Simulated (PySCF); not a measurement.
Silicon: a sound run and one with changed settings

Sound run: Si⁺ [Ne] 3s2 3p1, Si²⁺ [Ne] 3s2. All numbers are calculated (PySCF 2.14, no relativity, point nucleus, in def2-SVP). In the sound run the correlated levels freeze [Ne]. The sound run starts from symmetry-adapted Hartree-Fock orbitals and uses a fine grid where one is needed.

Changed run: the spin-free X2C one-electron Hamiltonian (Gaussian nucleus). This setting is unsound on purpose.

| species | method | sound run (hartree) | changed run (hartree) | converged |
| --- | --- | --- | --- | --- |
| Si⁺ | UHF | -288.47217 | -289.01782 | yes |
| Si⁺ | PBE | -288.82371 | -289.36893 | yes |
| Si⁺ | r2SCAN | -288.93854 | -289.48387 | yes |
| Si⁺ | MP2 | -288.50739 | -289.05305 | yes |
| Si⁺ | CCSD(T) | -288.52584 | -289.07145 | yes |
| Si²⁺ | UHF | -287.89144 | -288.43698 | yes |
| Si²⁺ | PBE | -288.22044 | -288.76556 | yes |
| Si²⁺ | r2SCAN | -288.33222 | -288.87747 | yes |
| Si²⁺ | MP2 | -287.92077 | -288.46631 | yes |
| Si²⁺ | CCSD(T) | -287.93504 | -288.48052 | yes |

Ionisation energy of Si⁺:

| method | sound run (eV) | changed run (eV) |
| --- | --- | --- |
| UHF | 15.803 | 15.805 |
| PBE | 16.416 | 16.419 |
| r2SCAN | 16.499 | 16.501 |
| MP2 | 15.963 | 15.966 |
| SCS-MP2 | 15.944 | 15.948 |
| CCSD | 16.058 | 16.062 |
| CCSD(T) | 16.076 | 16.080 |

Most of the change in total energy is the relativistic energy itself. On top of that the contraction fixes the core shape for the Hamiltonian it was made with, so the changed run is not a good calculation with the other Hamiltonian either.

For comparison, NIST gives 16.346 eV between the lowest levels.
